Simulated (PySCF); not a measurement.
**Radial density of Hg²⁺ (mercury, charge +2)**

TPSSh, [Xe] 4f14 5d9 6s1, 6s spin antiparallel (an excited configuration). Computed with PySCF 2.14 in aug-cc-pVDZ-PP with ECP60MDF (5s5p4d2f, 54 functions), with scalar relativity through the core potential. This is the valence pseudo-density: the core potential removes the inner electrons and smooths the orbitals near the nucleus.

```csv
r (bohr),4πr²ρ (e/bohr),4πr²(ρα − ρβ)
0.0418,1.399e-05,0.0000
0.0703,4.447e-05,0.0000
0.118,0.0002059,0.0000
0.199,0.002569,-0.0001
0.335,0.1160,-0.0014
0.563,4.560,0.0122
0.947,17.98,0.8330
1.59,7.549,0.2012
2.68,1.041,-0.3487
4.51,0.04761,-0.0411
7.58,1.194e-05,0.0000
12.7,5.019e-05,-0.0001
```

Energies and moments cover only the electrons outside the core potential. Spin-orbit coupling, absent here, splits the open shell strongly. With the s spin flipped the determinant is a mixture of two multiplicities, not a spectroscopic state.
